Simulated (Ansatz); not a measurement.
C6H7F5O2Ti (`CC1=CC(C(F)(F)F)=[O+][Ti-]([CH3])([F])([F])[O]1`). The species carries charge 0 and has multiplicity 1. Geometry: relaxed with PBE0-D4/def2-TZVP.

```xyz
21

C    -2.839   -0.007    1.283
C    -1.457   -0.122    0.739
C    -0.364    0.400    1.432
C     0.913    0.233    0.926
C     2.121    0.773    1.703
F     2.945   -0.222    2.019
F     2.788    1.648    0.954
F     1.760    1.386    2.831
O     1.216   -0.344   -0.146
Ti    0.099   -1.208   -1.627
C     0.991    0.199   -2.831
F    -1.143   -1.609   -2.820
F     1.055   -2.676   -1.544
O    -1.348   -0.724   -0.376
H    -2.868    0.537    2.225
H    -3.248   -1.011    1.426
H    -3.473    0.491    0.546
H    -0.513    0.907    2.372
H     2.033    0.354   -2.549
H     0.428    1.129   -2.696
H     0.903   -0.134   -3.867
```

(1) What is the dipole moment at B3LYP/def2-TZVPP? (Estimate.)

(2) And with PBE, r2SCAN, ωB97M-V? (An estimate is asked.)

(3) Give the Mulliken charges with B3LYP, r2SCAN, ωB97M-V in def2-TZVPP. (An estimate is asked.)

## Answers

(1) The calculation gave: 4.99 D, with components (-2.97, 2.50, 3.13) D in this frame, pointing from negative to positive charge.

(2) Computed: PBE 4.72 D, r2SCAN 4.88 D, ωB97M-V 4.95 D.

(3) Ansatz gave: 
```
atom  B3LYP  r2SCAN  ωB97M-V
  C1  -0.22   -0.12    -0.26
  C2   0.35    0.41     0.35
  C3  -0.30   -0.32    -0.28
  C4   0.25    0.31     0.25
  C5   0.52    0.50     0.49
  F6  -0.16   -0.15    -0.14
  F7  -0.16   -0.16    -0.15
  F8  -0.17   -0.17    -0.16
  O9  -0.29   -0.32    -0.28
Ti10   0.88    0.85     0.75
 C11  -0.46   -0.38    -0.47
 F12  -0.35   -0.34    -0.33
 F13  -0.36   -0.35    -0.34
 O14  -0.33   -0.35    -0.32
 H15   0.09    0.05     0.10
 H16   0.12    0.08     0.13
 H17   0.12    0.08     0.13
 H18   0.13    0.10     0.12
 H19   0.12    0.09     0.13
 H20   0.10    0.08     0.13
 H21   0.12    0.10     0.14
```

B3LYP here is the variant with VWN-RPA as its local correlation; programs differ in this.
